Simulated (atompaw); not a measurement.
LDA (PW92) PAW (atompaw) dataset for Eu, scalar-relativistic all-electron reference.

* Element: Eu (Z = 63)
* Generator: atompaw 4.2.0.5
* Type: PAW
* Functional: LDA (PW92)
* Relativity: scalar-relativistic
* Frozen core: [Xe]
* Valence charge: 9
* Reference configuration: 4f7 5d0 6s2 6p0
* Partial waves: 6s (bound): rc 3.00 bohr; 6s channel at 2.25 Ry: rc 3.00 bohr; 6p (bound, empty): rc 3.00 bohr; 6p channel at 0.45 Ry: rc 3.00 bohr; 5d (bound, empty): rc 3.00 bohr; 5d channel at 1.5 Ry: rc 3.00 bohr; 4f (bound): rc 0.70 bohr; 4f channel at 0.25 Ry: rc 0.70 bohr
* Local potential: troulliermartins scheme with l = 4 at -0.5 Ry, radius 2.35 bohr
* Core correction: smooth core density matched at 2.55 bohr
* Augmentation charge: besselshape compensation charge, radius 2.60 bohr; PAW radius 3.00 bohr; waves and projectors: custom polynom vanderbiltortho

All-electron outer shells of the reference configuration (LDA (PW92), scalar-relativistic, ld1.x):

```json
{"shell": "5s", "level (eV)": "-44.80", "outermost node (bohr)": "0.67", "outermost maximum (bohr)": "1.23"}
{"shell": "5p", "level (eV)": "-23.88", "outermost node (bohr)": "0.72", "outermost maximum (bohr)": "1.41"}
{"shell": "6s", "level (eV)": "-3.76", "outermost node (bohr)": "1.66", "outermost maximum (bohr)": "3.56"}
{"shell": "4f", "level (eV)": "-2.92", "outermost node (bohr)": "–", "outermost maximum (bohr)": "0.59"}
{"shell": "5d", "level (eV)": "-1.71", "outermost node (bohr)": "0.82", "outermost maximum (bohr)": "2.19"}
{"shell": "6p", "level (eV)": "-1.24", "outermost node (bohr)": "2.02", "outermost maximum (bohr)": "4.93"}
```

Q: Estimate the cutoffs (Ry, on a coarse ladder) from which the occupation-weighted sum of valence levels, in a spherical-Bessel basis at the reference potential, stays within 10 and 1 mRy of its value at 400 Ry.

A: over 300 Ry and over 300 Ry.

Q: What does a ghost test show?

A: Ghost states, extra bound levels that the all-electron valence spectrum of the same l lacks: s at -76.5 eV, p at -24.1 eV. A true bound ghost makes a file unfit for plane-wave use.

Q: Is the overlap operator S = 1 + Σ q|β⟩⟨β| positive definite (Bessel basis up to 400 Ry)?

A: Yes: its lowest eigenvalue is 0.15 (s channel).

Q: Which valence shell sets the plane-wave cutoff?

A: 4f: its level needs over 300 Ry to come within 1 mRy, against 6 Ry for 6s.
